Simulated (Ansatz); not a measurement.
## Worked example: Ge(CH3)(NH2)3 + C3H4F2 → GeH(NH2)3 + C4H6F2

Species: Ge(CH3)(NH2)3, singlet; C3H4F2 `F/C=C\CF`, singlet; GeH(NH2)3, singlet; C4H6F2 `C/C(F)=C/CF`, singlet. The partners trade CH3 for H: Ge–CH3 and C–H bonds give way to Ge–H and C–CH3.

Shapes, held fixed at every level: PBE0-D4/def2-TZVP. Flexible molecules stand in one conformer, not always the lowest. Programs: Ansatz 0.2.0. Electronic energies: no zero-point or thermal term.

At CCSD(T)/def2-TZVPP; 1 Eh = 2625.50 kJ/mol:

| species | energy (Eh) |
| --- | --- |
| Ge(CH3)(NH2)3 | -2283.142270 |
| C3H4F2 | -315.950770 |
| GeH(NH2)3 | -2243.886274 |
| C4H6F2 | -355.200827 |

Work out ΔE of the reaction at this level.


1. Products less reactants: (-2243.886274) + (-355.200827) − [(-2283.142270) + (-315.950770)] = 0.005939 Eh = +15.6 kJ/mol.

Other levels give +8.4 (PBE-D4/def2-TZVPP) to +16.5 kJ/mol (MP2/def2-TZVPP). No measured value is set beside it here. Relativity is left out for Ge. Outer-core shells of Ge are correlated in most correlated rows, in sets that cover them unevenly.
